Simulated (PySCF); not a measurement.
HIOSi, singlet, geometry from GFN2-xTB (core potentials on I). Base run: HF/def2-SVP (PySCF).

The PySCF input:
```python
from pyscf import gto, scf, solvent

mol = gto.Mole()
mol.atom = '''
    Si   -0.12242664   -1.26460629    1.15725821
    I     0.18737986    0.72159309   -0.31579848
    O    -0.87744370   -2.18369910    0.04570001
    H    -1.19760994   -3.07035310    0.17010467
'''
mol.basis = 'def2-svp'
mol.ecp = {'I': 'def2-svp'}
mol.verbose = 4
mol.build()

mf = scf.RHF(mol)
mf.kernel()
```

Each row names what was changed in the base input (with any setting that the change needs).

```tsv
change	ΔE vs base (kJ/mol)	dipole (D)	HOMO-LUMO gap (eV)
base	0.00	3.60	10.19
model = C-PCM; solvent = chloroform	-22.15	4.53	10.37
model = IEF-PCM; solvent = chloroform; lebedev_order = 41	-19.89	4.47	10.36
model = IEF-PCM; solvent = chloroform; vdw_scale = 1.0	-32.9	4.61	10.45
model = IEF-PCM; solvent = chloroform; lebedev_order = 11	-19.05	4.45	10.35
model = IEF-PCM; solvent = chloroform; r_probe = 0.5	-9.98	4.19	10.28
model = IEF-PCM; solvent = chloroform; vdw_scale = 1.4	[?]	[?]	10.30
model = IEF-PCM; solvent = toluene	-12.86	4.17	10.30
model = COSMO; solvent = chloroform	-19.78	4.42	10.35
model = IEF-PCM; solvent = chloroform; vdw_scale = 1.1	[?]	[?]	[?]
model = IEF-PCM; solvent = chloroform	-19.83	4.47	10.36
model = IEF-PCM; solvent = methanol	[?]	[?]	[?]
```

**Question.** Fill in the missing entries.

**Answer.** 
- model = IEF-PCM; solvent = chloroform; vdw_scale = 1.4, ΔE vs base (kJ/mol): -12.70
- model = IEF-PCM; solvent = chloroform; vdw_scale = 1.4, dipole (D): 4.27
- model = IEF-PCM; solvent = chloroform; vdw_scale = 1.1, ΔE vs base (kJ/mol): -25.21
- model = IEF-PCM; solvent = chloroform; vdw_scale = 1.1, dipole (D): 4.56
- model = IEF-PCM; solvent = chloroform; vdw_scale = 1.1, HOMO-LUMO gap (eV): 10.40
- model = IEF-PCM; solvent = methanol, ΔE vs base (kJ/mol): -27.6
- model = IEF-PCM; solvent = methanol, dipole (D): 4.81
- model = IEF-PCM; solvent = methanol, HOMO-LUMO gap (eV): 10.42

The base is the gas phase, so ΔE is the electrostatic part of solvation at a fixed geometry, without cavity and dispersion terms.
